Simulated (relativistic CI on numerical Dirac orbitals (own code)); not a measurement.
## What each ingredient does to the levels of Dy62+

Base calculation: Dirac-Coulomb-Breit CI, KLI orbitals optimised for each configuration, model QED, unscaled Slater integrals.

Configuration list (outside the closed core 1s2): 2s², 2s2p, 2p², 2p3s, 2p3p, 2s3s, 2s3p, 2s3d, 2s4s, 2s4p, 2s4d, 2s4f, 3s², 3s3p, 3p². Levels of other configurations are missing.

Variants: (1) configuration mixing switched off. Shifts of the energy above 2s² ¹S0, in eV, for the lowest level and the first level of each name with at least 55 % of one term (blank where a level changes its place among those of its configuration and J or its character, or is not in the variant):

| Level | Base | Δ(1) |
| --- | --- | --- |
| 2s² ¹S0 | 0.00 | 0.00 |
| 2s2p ³P°0 | 141.82 | -10.47 |
| 2s2p ³P°1 | 171.92 | -10.43 |
| 2p² ³P0 | 405.11 | -17.53 |
| 2s2p ³P°2 | 1025.87 | -10.53 |
| 2s2p ¹P°1 | 1105.66 | -10.43 |
| 2p² ³P1 | 1251.39 | -10.51 |
| 2p² ¹D2 | 1269.12 | -10.21 |
| 2p² ³P2 | 2146.46 | -10.35 |
| 2p² ¹S0 | 2206.74 | -13.52 |
| 2s3s ³S1 | 8456.07 | -9.30 |
| 2s3s ¹S0 | 8484.82 | -6.83 |
| 2s3p ³P°0 | 8523.97 | -10.39 |
| 2s3p ³P°1 | 8524.67 | -9.43 |
| 2p3s ³P°0 | 8634.20 | -10.75 |
| 2p3s ³P°1 | 8634.97 | -8.61 |
| 2p3p ³D1 | 8675.05 | -9.48 |
| 2p3p ³P0 | 8721.39 | -13.32 |
| 2s3p ³P°2 | 8784.59 | -10.49 |
| 2s3p ¹P°1 | 8792.52 | -12.44 |
| 2s3d ³D1 | 8815.40 | -11.57 |
| 2s3d ³D2 | 8819.90 | -10.12 |

At this charge energies of transitions that change n are usually good to better than 1 %, and those within a shell (Δn = 0) to a few per cent.

Ionisation energy from the two ground configurations alone: base 14934.9 eV. The NIST ASD value (theoretical) is 14936 eV.

LS names give the leading component of a level, which can be under half, so a name can repeat, a term be missing and a line seem to break the LS rules.
